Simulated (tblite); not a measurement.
C₄H₉ClO₃Si.
Atom-mapped SMILES: `[CH3:1][O:2][C@@:3]1([CH3:4])[CH2:5][O:6][Si@@H:7]([Cl:8])[O:9]1` (hydrogens: H10, H11, H12 on C1; H13, H14, H15 on C4; H16, H17 on C5; H18 on Si7)

A start from a force field or distance geometry was refined with tblite 0.8.0, GFN2-xTB geometry optimisation, gas phase. Values at the start:

```json
{"coordinate": "C1–O2", "start": "1.411 Å"}
{"coordinate": "C1–H10", "start": "1.100 Å"}
{"coordinate": "O2–C3", "start": "1.428 Å"}
{"coordinate": "C3–C4", "start": "1.548 Å"}
{"coordinate": "C3–C5", "start": "1.556 Å"}
{"coordinate": "C3–O9", "start": "1.437 Å"}
{"coordinate": "C4–H13", "start": "1.091 Å"}
{"coordinate": "C5–O6", "start": "1.439 Å"}
{"coordinate": "C5–H16", "start": "1.098 Å"}
{"coordinate": "C5–H17", "start": "1.092 Å"}
{"coordinate": "O6–Si7", "start": "1.666 Å"}
{"coordinate": "Si7–Cl8", "start": "2.033 Å"}
{"coordinate": "Si7–O9", "start": "1.663 Å"}
{"coordinate": "Si7–H18", "start": "1.474 Å"}
{"coordinate": "O2–C3–C4", "start": "110.4°"}
{"coordinate": "O2–C3–C5", "start": "108.4°"}
{"coordinate": "C3–O9–Si7", "start": "107.5°"}
{"coordinate": "C4–C3–C5", "start": "109.5°"}
{"coordinate": "C5–O6–Si7", "start": "107.1°"}
{"coordinate": "O6–Si7–Cl8", "start": "108.1°"}
{"coordinate": "O6–Si7–O9", "start": "100.0°"}
{"coordinate": "Cl8–Si7–O9", "start": "108.0°"}
{"coordinate": "O2–C3–C5–O6", "start": "86°"}
{"coordinate": "O2–C3–O9–Si7", "start": "-92°"}
{"coordinate": "C3–C5–O6–Si7", "start": "27°"}
{"coordinate": "O6–Si7–O9–C3", "start": "-11°"}
```

Question: How do these coordinates change at the GFN2-xTB level?

Answer: 
| coordinate | GFN2-xTB (Å or °) | change |
| --- | --- | --- |
| Si7–Cl8 | 1.982 | -0.051 |
| C5–O6 | 1.397 | -0.042 |
| O6–Si7 | 1.632 | -0.034 |
| C3–O9 | 1.407 | -0.030 |
| O2–C3 | 1.398 | -0.030 |
| Si7–O9 | 1.635 | -0.028 |
| Si7–H18 | 1.449 | -0.025 |
| C3–C4 | 1.527 | -0.021 |
| C1–H10 | 1.088 | -0.012 |
| C1–O2 | 1.417 | +0.006 |
| C5–H16 | 1.093 | -0.005 |
| C4–H13 | 1.086 | -0.005 |
| C3–C5 | 1.552 | -0.004 |
| C5–H17 | 1.091 | -0.001 |
| Cl8–Si7–O9 | 114.2 | +6.2 |
| C3–O9–Si7 | 112.7 | +5.2 |
| C5–O6–Si7 | 111.9 | +4.8 |
| O6–Si7–Cl8 | 111.9 | +3.8 |
| O2–C3–C5 | 105.2 | -3.2 |
| O6–Si7–O9 | 96.9 | -3.1 |
| O2–C3–C4 | 113.4 | +3.0 |
| C4–C3–C5 | 112.2 | +2.7 |
| O2–C3–C5–O6 | 100 | +14 |
| C3–C5–O6–Si7 | 15 | -12 |
| O2–C3–O9–Si7 | -102 | -10 |
| O6–Si7–O9–C3 | -4 | +7 |

The energy falls by 0.285 eV over 87 L-BFGS steps, the largest force on an atom goes from 1.51 to 0.009 eV/Å, and the atoms move by 0.227 Å rms after alignment. The bond that changes most is Si7–Cl8 (chlorine-bound silicon to silicon-bound chlorine), which shortens by 0.051 Å. Bonds longer at the end by more than 0.005 Å: 1 of 18; shorter: 11. Among the dihedrals that turn most is O9–C3–C5–H16, from 82° to 103°. Rotational constants go from 1831, 968.3, 775.3 to 1992, 880.3, 739.1 MHz.

Its GFN2-xTB frequencies are all real (lowest 30 cm⁻¹). One conformer, not necessarily the lowest. 2 starts were optimised and ended at 0.00 and 4.39 kcal/mol (GFN2-xTB); the lowest of these is shown.

The numbers are calculated, not measured.
